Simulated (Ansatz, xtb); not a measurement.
# C2H6BeFSi: which of two isomers lies lower

Structure a: `CC[SiH][Be][F]`, a doublet. Structure b: `C[Si](C)[Be][F]`, a doublet. Both are isolated molecules in the gas phase, relaxed with PBE0-D3(BJ)/def2-SVP; each stands in its lowest conformer found.

Energies in hartree; the thermal terms are from PBE0-D3(BJ)/def2-SVP harmonic frequencies (ideal gas, rigid rotor, one conformer each, 400 K, 1 atm) and include the zero-point energy:

```
                              a           b
E, CCSD(T)/def2-SVP  −482.693604  −482.704130
    E, MP2/def2-SVP  −482.627725  −482.639446
  E, MP2/def2-TZVPP  −483.149742  −483.165990
  zero-point energy     0.077824     0.078145
       H(400 K) − E     0.091132     0.092103
       G(400 K) − E     0.029839     0.029548
```

Question: Correct the CCSD(T) difference for the basis set by the MP2 change, then work out ΔE, ΔE₀, ΔH and ΔG for a → b in kcal/mol (1 Eh = 627.51 kcal/mol) and the equilibrium ratio [b]/[a].

Answer: 1. Differences b − a: CCSD(T) −0.010526, MP2 in the small set −0.011721, MP2 in the large set −0.016248 Eh.
2. ΔE = −0.010526 + (−0.016248 − (−0.011721)) = −0.015053 Eh = −9.45 kcal/mol.
3. ΔE₀ = ΔE + ΔZPE = −0.015053 + (+0.000321) Eh = −9.24 kcal/mol.
4. ΔH = ΔE + (+0.000971) Eh = −8.84 kcal/mol.
5. ΔG = ΔE + (−0.000291) Eh = −9.63 kcal/mol, so ΔS = (ΔH − ΔG)/T = +8.3 J/(mol K).
6. kT = 1.2667 mEh, so K = [b]/[a] = exp(−ΔG/kT) = exp(+12.11) ≈ 1.8 × 10^5.

Structure b is favoured at this temperature. An error of 1 kcal/mol in ΔG would change K by a factor of 3.5. GFN2-xTB gave ΔE the other sign. Mirror images and further conformers aren't counted.

As drawn, b has 1 C–Si, 1 C–H in place of 1 C–C, 1 Si–H.

Other levels gave ΔE = +4.1 (GFN2-xTB); −12.0 (HF/STO-3G, GFN2-xTB geometries); −10.2 (r2SCAN-D4/def2-SVP, GFN2-xTB geometries); −8.7 (PBE0-D3(BJ)/def2-SVP); −7.4 (HF/def2-SVP); −7.4 (MP2/def2-SVP); −6.6 (CCSD(T)/def2-SVP) kcal/mol. Open shells are spin-unrestricted. The correlated steps freeze 8 core orbitals; the last core shell of Be is correlated, in a basis made for valence electrons. Programs: Ansatz 0.2.0, xtb 6.7.1.
